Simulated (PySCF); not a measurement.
# Ca: excitation energy

Ca [Ar] 4s2 (1S) → Ca [Ar] 4s1 5s1 (3S), as a difference of total energies. All numbers are calculated (PySCF 2.14, scalar relativity by spin-free X2C-1e, in aug-cc-pVQZ-X2C). Correlated levels: valence: [Ar] frozen. The calculations carry no spin-orbit coupling.

```json
{"method": "UHF", "excitation energy (eV)": "3.093"}
{"method": "MP2 (valence)", "excitation energy (eV)": "3.599"}
{"method": "SCS-MP2 (valence)", "excitation energy (eV)": "3.748"}
{"method": "CCSD (valence)", "excitation energy (eV)": "3.748"}
```

How much does correlation contribute at MP2 (valence)?

3.599 − (3.093) = 0.506 eV, measured against UHF.

Errors of the correlated levels include the incompleteness of this basis and the frozen core.

With two correlated electrons CCSD is exact in that space.

For comparison: 3.910 eV (measured; NIST levels).
